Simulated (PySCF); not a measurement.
Static response to an electric field

Species: C6H8N2.
SMILES with atom numbers: `[CH:1]#[C:2][CH2:3][N:4]1[CH2:5][CH2:6][CH:7]=[N:8]1` (hydrogens: H9 on C1; H10, H11 on C3; H12, H13 on C5; H14, H15 on C6; H16 on C7)

Cartesian coordinates in Å at the GFN2-xTB level; atoms count from 1:
```
atom  x, y, z in Å
C1     2.636    1.034   -0.620
C2     2.154    0.255    0.151
C3     1.461   -0.669    1.038
N4     0.024   -0.557    0.966
C5    -0.653   -0.699   -0.331
C6    -1.937    0.122   -0.147
C7    -1.645    0.789    1.177
N8    -0.557    0.408    1.709
H9     3.100    1.713   -1.272
H10    1.744   -1.698    0.784
H11    1.747   -0.463    2.074
H12   -0.844   -1.758   -0.522
H13   -0.020   -0.301   -1.135
H14   -2.823   -0.511   -0.072
H15   -2.103    0.851   -0.940
H16   -2.292    1.492    1.663
```

Level: wB97X-D/def2-SVPD (PySCF), static field, nuclei fixed, core orbitals frozen in the response. The polarisability tensor in these axes (au):

```
x   95.32 -2.15 -4.18
y   -2.15 72.89 -3.11
z   -4.18 -3.11 74.56
```

Question: What are the eigenvalues, a third of the trace, and Δα (Δα² = ½Σ(αi − αj)² over the three pairs)?

Answer: Principal values 69.78, 76.76 and 96.23 au; mean 80.92 au = 11.99 Å³ = 13.34 × 10⁻⁴⁰ C²·m²/J; Δα = 23.74 au (29 % of the mean).

Question: What is the dipole moment, and where does it point?

Answer: (-0.77, -0.54, -1.92) D, 2.14 D in size, pointing from the negative to the positive side. Measured along this direction, the outermost atoms are H11 at the negative end and H15 at the positive end.

Question: Find the Langevin capture rate constant for H3+ (3.023 u) meeting this molecule (108.069 u), k = 2.342 × 10⁻⁹ cm³/s × √(α in Å³ / reduced mass in u).

Answer: The reduced mass is 2.94 u, so k = 4.73 × 10⁻⁹ cm³/s. The formula leaves out the permanent dipole, which adds to the capture rate.

Question: Give the eigenvalues of the traceless quadrupole moment Θ = ½Σq(3rr − r²1), origin at the centre of nuclear charge.

Answer: -5.97, 1.51, 4.45 D·Å. The values depend on the origin, since the dipole doesn't vanish. The electronic extent ⟨r²⟩ about the same centre is 943 bohr², a root-mean-square distance of 2.13 Å for the 58 electrons.

Question: Give the principal axes and the span of the nuclei along them.

Answer: Largest value along (0.98, -0.07, -0.18), where the nuclei span 5.88 Å; middle along (0.09, -0.66, 0.75), 3.81 Å; least along (0.17, 0.75, 0.64), 3.60 Å. The response follows the extents in order.

Question: Orientational against electronic polarisability at 350 K (dilute gas, rigid molecules)?

Answer: In Gaussian units μ²/3kT = 31.49 Å³ against 11.99 Å³, a ratio of 2.63; the Debye molar polarisation (4π/3)N_A(α + μ²/3kT) is 109.7 cm³/mol, leaving out the vibrational part.

The structure is a single GFN2-xTB conformer in the gas phase; no vibrational or solvent corrections.

These values come from a run that also computed excited states. Cost: about 1.8 min of CPU time on one thread; the machine was shared, so the figure is rough.
